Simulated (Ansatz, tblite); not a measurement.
Removing and adding an electron: Zr(NH2)2Cl2 (ZrN2Cl2H4). The state is a singlet with charge 0. Geometry: B3LYP-D4/def2-SVP. Ansatz, gas phase; energy differences of separate SCF runs; the oxidised species was run as a doublet alone; the reduced species was run as a doublet alone.

```xyz
9

Zr    0.3146   -0.3281    0.4935
N     0.6859    1.5516   -0.1296
H     0.2807    2.4003    0.2678
H     1.3903    1.8211   -0.8177
N    -1.1897   -0.9934   -0.6785
H    -1.6673   -0.4976   -1.4293
H    -1.5996   -1.9254   -0.5954
Cl   -0.4364   -0.3196    2.7534
Cl    2.2215   -1.7089    0.1358
```

In the def2 sets Zr takes a core potential; there is no spin–orbit coupling. The xTB rows come from tblite. HOMO above LUMO, or a gap near zero within one spin, warns that the state may not be the lowest or that an electron is smeared out.

```csv
level,−HOMO (eV),vertical IE (eV),−LUMO (eV),vertical EA (eV),HOMO–LUMO gap (eV),IE − EA (eV),remarks
PBE-D4/def2-TZVP,6.45,9.29,2.30,–,4.15,–,gap within one spin near zero (+1 doublet)
PBE-D4/def2-TZVPD,6.51,–,2.38,-0.13,4.13,–,"HOMO above zero (-1 doublet), gap within one spin near zero (-1 doublet)"
r2SCAN-D4/def2-TZVP,6.76,9.45,2.14,–,4.62,–,gap within one spin near zero (+1 doublet)
r2SCAN-D4/def2-TZVPD,6.79,–,2.19,-0.28,4.60,–,HOMO above zero (-1 doublet)
```

Problem. Estimate the rows for GFN1-xTB, GFN2-xTB, PBE0-D4/def2-TZVP, PBE0-D4/def2-TZVPD.

Solution. 
| level | −HOMO (eV) | vertical IE (eV) | −LUMO (eV) | vertical EA (eV) | HOMO–LUMO gap (eV) | IE − EA (eV) | remarks |
| --- | --- | --- | --- | --- | --- | --- | --- |
| GFN1-xTB | 11.35 | 14.14 | 9.18 | 6.31 | 2.17 | 7.84 | – |
| GFN2-xTB | 10.52 | 13.37 | 8.04 | 5.28 | 2.48 | 8.10 | – |
| PBE0-D4/def2-TZVP | 7.82 | 9.68 | 1.46 | – | 6.36 | – | – |
| PBE0-D4/def2-TZVPD | 7.86 | – | 1.53 | -0.13 | 6.34 | – | HOMO above zero (-1 doublet) |

   A HOMO above zero means that the electron is unbound at that level or that self-interaction error raises the level; the energy of removing that electron tells which. Raw xTB energy differences between charge states are shifted by several eV; the methods need an empirical correction for them. A negative affinity means that the extra electron isn't bound; its size then hangs on the basis.
